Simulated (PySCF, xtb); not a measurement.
AlF₂Cl, SMILES [F][Al]([F])[Cl].

Harmonic wavenumbers (cm⁻¹) from GFN2-xTB run with xtb at its own minimum, in rising order: 146, 189, 264, 502, 793, 837.

Problem. What does PySCF with PBE0-D3(BJ)/def2-SVP give at its own minimum? (The exact figures need the calculation; the answer reports its results.)

Solution. 188, 235, 264, 518, 853, 982. Paired by order, the mean absolute difference is 51 cm⁻¹ and the zero-point energies are 3.9 and 4.3 kcal/mol.
